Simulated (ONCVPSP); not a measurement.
tin: one change to an ONCV potential, before and after

| Property | Result |
| --- | --- |
| Element | tin |
| Generator | ONCVPSP 4.0.1 |
| Type | optimised norm-conserving Vanderbilt (ONCV) |
| Functional | PBE |
| Relativity | fully relativistic |
| Frozen core | [Kr] 4d10 |
| Valence charge | 4 |
| Reference configuration | 5s2 5p2 |
| Partial waves | 5s: rc 1.80 bohr, ncon 5, nbas 9, qcut 4 1/bohr, 3 projectors, debl 3.2 Ha; 5p: rc 2.65 bohr, ncon 4, nbas 7, qcut 3.7 1/bohr, 2 projectors, debl 1.6 Ha |
| Local potential | polynomial inside 1.25 bohr (lpopt 5, dvloc0 4 Ha) |
| Core correction | Teter function, fcfact 5, rcfact 1.5 |

Open shells are filled in proportion to 2j + 1.

All-electron outer shells of the reference configuration (PBE, scalar-relativistic, ld1.x):

```csv
shell,level (eV),outermost node (bohr),outermost maximum (bohr)
4p,-89.70,0.41,0.79
4d,-25.84,0.39,0.88
5s,-10.55,0.98,2.01
5p,-3.69,1.09,2.55
```

Change: local potential polynomial inside 1.25 bohr (lpopt 5, dvloc0 -1 Ha).

Cutoffs: the cutoffs (Ha) at which the residual kinetic energy of the hardest occupied pseudo-wave falls to 1 and 0.1 mHa per electron; they do not see the model core or the augmentation charge, which bear on the density cutoff. Errors are all-electron minus pseudo energies relative to the spin-unpolarised reference configuration.

Question: What does the change do?

Answer: The potential gets neither clearly harder nor softer (38 Ha and 68 Ha → 38 Ha and 68 Ha); both files keep a bound ghost (s); the lowest positive-energy flag moves from p3/2 at 72.7 eV to p3/2 at 13.9 eV; the errors of the 4 common tests hardly move; the range in which the p3/2 phases agree widens (upper end 2.1 → at the end of the scan); the range in which the p1/2 phases agree narrows (upper end 2.1 → 0.8).

| quantity | base | changed |
| --- | --- | --- |
| cutoff, loose | 38 Ha | 38 Ha |
| cutoff, tight | 68 Ha | 68 Ha |
| bound ghosts | s | s |
| GHOST(+) flags under 300 eV | p3/2 at 72.7 eV, p1/2 at 78.3 eV | p3/2 at 13.9 eV, p1/2 at 22.8 eV, s at 240.7 eV |
| error for 5s2 5p1, meV [ΔE 6.89 eV] | -44 | -44 |
| error for 5s2 5p0, meV [ΔE 20.86 eV] | -263 | -263 |
| error for 5s1 5p0, meV [ΔE 51.83 eV] | -784 | -781 |
| error for 5s1 5p3, meV [ΔE 6.96 eV] | -15 | -15 |
| s: phases at 1.82 bohr within 0.05 rad from the reference energy up to (Ha; the scan ends near 5) | to the end of the scan | to the end of the scan |
| p3/2: phases at 2.69 bohr within 0.05 rad from the reference energy up to (Ha; the scan ends near 5) | 2.1 | to the end of the scan |
| p1/2: phases at 2.69 bohr within 0.05 rad from the reference energy up to (Ha; the scan ends near 5) | 2.1 | 0.8 |
| rms error of d²Exc/dni dnj with the model core, mHa | 0.75 | 0.75 |

 A true bound ghost makes a file unfit for plane-wave use even where its test errors are small: the radial tests pick states by their node count and pass the ghost by.
